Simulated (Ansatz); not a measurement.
Input for Ansatz (a quantum-chemistry and plane-wave program): U-r2SCAN/def2-TZVPP on C2H3O (SMILES [CH2]C=O), 2S+1 = 2, atoms moved off the minimum.

Ansatz 0.2 input:
```yaml
crystal:
  periodic: [false, false, false]
  atoms:
    - {symbol: C, position_ang: [-1.15451742, 0.20219825, 0.02169258]}
    - {symbol: C, position_ang: [0.27183111, 0.32142956, -0.02422246]}
    - {symbol: O, position_ang: [1.00686359, -0.65974663, 0.01727333]}
    - {symbol: H, position_ang: [-1.60524513, -0.84036306, 0.07021740]}
    - {symbol: H, position_ang: [-1.83090194, 1.11807346, 0.01423149]}
    - {symbol: H, position_ang: [0.65413981, 1.36963077, -0.06509515]}
basis:
  gaussian:
    orbitals: def2-TZVPP
hamiltonian:
  xc: {name: r2SCAN}
magnetization: {spin_polarized: true, initial_magnetization: 1}
output: {forces: true}
```

Program output:

```
Functional definition: r2SCAN
[...]
integrals: 0.03 GiB planned
688 factors; their error is unknown
mean field: 0.47 GiB planned
mean field evaluation 1: about -4162.6153 eV, gradient 3.4e1 eV
mean field evaluation 2: about -4154.7246 eV, gradient 5.6e1 eV
mean field evaluation 4: about -4167.3423 eV, gradient 2.7e0 eV
mean field evaluation 8: about -4167.3842 eV, gradient 8.8e-2 eV
mean field evaluation 16: about -4167.3665 eV, gradient 9.8e-4 eV
mean field -4167.36652853 eV, -153.1478951808 hartree, gradient 2.9e-5 eV, S^2 0.771942; 3 other end points of the search recorded, 0 dependent functions left out
the calculation of the forces begins
reference -4167.36653841 eV, -153.1478955442 hartree; 12, 11 occupied and 123, 124 virtual orbitals, 688 factors
Total energy: -4167.36653841 eV, -153.1478955442 hartree
Atom 0 at    -1.154517     0.202198     0.021693 Å, force    -1.389375    -0.182615    -0.002971 eV/Å
Atom 1 at     0.271831     0.321430    -0.024222 Å, force    -0.589964     0.237923     0.176053 eV/Å
Atom 2 at     1.006864    -0.659747     0.017273 Å, force     0.261288     0.104423    -0.074120 eV/Å
Atom 3 at    -1.605245    -0.840363     0.070217 Å, force     0.564387     1.516300    -0.059964 eV/Å
Atom 4 at    -1.830902     1.118073     0.014231 Å, force     0.968741    -1.355676     0.006986 eV/Å
Atom 5 at     0.654140     1.369631    -0.065095 Å, force     0.184923    -0.320356    -0.045984 eV/Å
Dipole moment:    -0.463981     0.357063    -0.007192 e Å
```

The run converged.

Cost: around 5 core-seconds (rough).
